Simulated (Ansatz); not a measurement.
Other settings, tried on the cluster Au₃⁺.

```yaml
crystal:
  periodic: [false, false, false]
  atoms:
    - {symbol: Au, position_ang: [0.891317, 1.055932, 0.643451]}
    - {symbol: Au, position_ang: [-0.973699, -0.800542, 0.857051]}
    - {symbol: Au, position_ang: [0.082382, -0.255390, -1.500502]}
basis:
  gaussian: {orbitals: def2-SVP}
total_charge: 1
hamiltonian: {xc: {name: PBEsol}, dispersion: d3bj}
scf: {lower_state_search: off}
output: {forces: true}
```

```sh
$ ansatz run in.yaml --threads 4 --pin off --events-out ev --progress --plain --max-ram 3916MiB
```

Output, abridged:

```
Functional definition: PBEsol
  name "PBEsol"
  cite "Perdew et al., Phys. Rev. Lett. 100, 136406 (2008) doi:10.1103/PhysRevLett.100.136406"
  cite "Perdew, Burke & Ernzerhof, Phys. Rev. Lett. 77, 3865 (1996) doi:10.1103/PhysRevLett.77.3865"
  parent pbesol
  exchange = pbesol_x
  correlation = pbesol_c
these checks for a lower state are left out or cut short: stability, starts, cluster_reference, orbital_swaps, neighbouring_geometries, increment
960 factors; their error is unknown
mean field evaluation 1: about -11056.1905 eV, gradient 6.0e1 eV
mean field evaluation 2: about -11011.2940 eV, gradient 1.6e2 eV
mean field evaluation 4: about -11062.0759 eV, gradient 2.3e1 eV
mean field evaluation 8: about -11063.5813 eV, gradient 1.3e-1 eV
mean field evaluation 16: about -11063.5644 eV, gradient 2.7e-5 eV
mean field -11063.56437213 eV, -406.5784915223 hartree, gradient 2.4e-6 eV, S^2 0.000000; 0 other end points of the search recorded, 0 dependent functions left out
the calculation of the forces begins
reference -11063.56442530 eV, -406.5784934766 hartree; 28, 28 occupied and 68, 68 virtual orbitals, 960 factors
Total energy: -11063.62969557 eV, -406.5808921145 hartree
Atom 0 at     0.891317     1.055932     0.643451 Å, force    -0.060151    -0.071271    -0.043469 eV/Å
Atom 1 at    -0.973699    -0.800542     0.857051 Å, force     0.065701     0.054012    -0.057852 eV/Å
Atom 2 at     0.082382    -0.255390    -1.500502 Å, force    -0.005550     0.017258     0.101321 eV/Å
Dipole moment:    -0.000001    -0.000002    -0.000003 e Å
Checks for a lower state left out: stability, starts, cluster_reference, orbital_swaps, neighbouring_geometries, increment
```

It took 0.8 s on 4 threads of Arm Neoverse V1 on a shared host.

In the def2 sets Au takes a core potential; there is no spin–orbit coupling.

The dipole of an ion depends on the origin.
